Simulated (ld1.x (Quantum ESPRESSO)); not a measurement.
## Cu (Z = 29): excitation energies, all-electron against ultrasoft

```json
{
  "Element": "copper (Cu)",
  "Generator": "ld1.x (Quantum ESPRESSO) 7.5",
  "Type": "ultrasoft",
  "Functional": "PBEsol",
  "Relativity": "scalar-relativistic",
  "Frozen core": "[Ne]",
  "Valence charge": "19",
  "Reference configuration": "3s2 3p6 3d10 4s0.75 4p0 (charge +0.25)",
  "Partial waves": "3s (bound): rcut 0.95, rcutus 1.10 bohr; 4s (bound): rcut 0.95, rcutus 1.10 bohr; 3p (bound): rcut 1.25, rcutus 1.55 bohr; 4p (bound, empty): rcut 1.25, rcutus 1.55 bohr; 3d (bound): rcut 0.90, rcutus 1.20 bohr; 3d channel at 1.6 Ry: rcut 0.90, rcutus 1.20 bohr",
  "Local potential": "all-electron potential smoothed inside 1.10 bohr (lloc = -1)",
  "Core correction": "none",
  "Augmentation charge": "PSQ, radius 0.90 bohr"
}
```

Energies are relative to the spin-unpolarised reference configuration 3s2 3p6 3d10 4s0.75 4p0; without spin polarisation the order of configurations can differ from experiment. Not all tests gave a result: 1 of 7 tests not solved or not reliable. Left out of the table: 3s2 3p6 3d8 4s0 4p0 (solver errors, printed error -4315 eV).

Its overlap operator is not positive definite in a basis up to 400 Ry (lowest eigenvalue p -3.17), so the file is unfit for use: the generalised eigenproblem breaks down once the basis is large enough, and its test numbers describe a broken file.

| valence configuration | charge | ΔE all-electron (eV) | error AE − PS (meV) |
| --- | --- | --- | --- |
| 3s2 3p6 3d10 4s1 4p0 | 0 | -1.361 | -0.7 |
| 3s2 3p6 3d10 4s0 4p0 | +1 | 6.742 | -11 |
| 3s2 3p6 3d9 4s0 4p0 | +2 | 28.055 | -114 |
| 3s2 3p6 3d10 4s0 4p1 | 0 | 2.809 | -6.8 |
| 3s2 3p6 3d10 4s0.5 4p0 | +0.5 | 1.793 | -1.1 |
| 3s2 3p6 3d9 4s1 4p0 | +1 | 10.245 | -166 |

Levels in the configuration 3s2 3p6 3d10 4s0 4p1:

```json
{"level": "3s", "all-electron (eV)": "-116.538", "pseudo (eV)": "-116.503"}
{"level": "3p", "all-electron (eV)": "-74.150", "pseudo (eV)": "-74.123"}
{"level": "3d", "all-electron (eV)": "-7.178", "pseudo (eV)": "-7.157"}
{"level": "4p", "all-electron (eV)": "-1.704", "pseudo (eV)": "-1.704"}
```

The ghost test of this file was not conclusive.
